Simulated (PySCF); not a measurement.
## Potential energy of Be₂ along the bond

Set-up: basis Be STO-3G; no relativity; PySCF 2.14. Energies in eV from Be + Be in their ground configurations at the same level. State: ¹Σg⁺ (singlet), closed shell.

| R (Å) | PBE0 | BP86 |
| --- | --- | --- |
| 2.061 | -0.3330 | -0.5255 |
| 2.156 | -0.4692 | -0.6524 |
| 2.252 | -0.5437 | -0.7172 |
| 2.324 | -0.5694 | -0.7354 |
| 2.396 | -0.5757 | -0.7339 |
| 2.468 | -0.5674 | -0.7176 |
| 2.564 | -0.5403 | -0.6794 |
| 2.683 | -0.4905 | -0.6153 |
| 2.827 | -0.4205 | -0.5278 |
| 3.019 | -0.3274 | -0.4113 |

Question: Put a parabola through the three lowest points of the PBE0 curve and estimate Re, k and ωe (reduced mass 4.506 u; 1 eV/Å² = 0.16022 mdyn/Å; ωe = 1302.8·√(k/μ) cm⁻¹).

Answer: Through R = 2.324, 2.396, 2.468 Å the second-order coefficient is 1.41 eV/Å², so Re ≈ 2.391 Å, k ≈ 0.451 mdyn/Å and ωe ≈ 412 cm⁻¹. A polynomial fit of higher order to the unrounded PBE0 energies gives Re = 2.388 Å, k = 0.467 mdyn/Å, ωe = 419 cm⁻¹; anharmonicity and rounding make the difference.

The higher-order fit for each curve: PBE0: Re = 2.388 Å, ωe = 419 cm⁻¹, De = 0.58 eV; BP86: Re = 2.353 Å, ωe = 452 cm⁻¹, De = 0.74 eV.

Closed-shell solutions of metal pairs were not tested for spin polarisation, which can lower them a little. STO-3G is very small, so such numbers show the basis as much as the molecule.
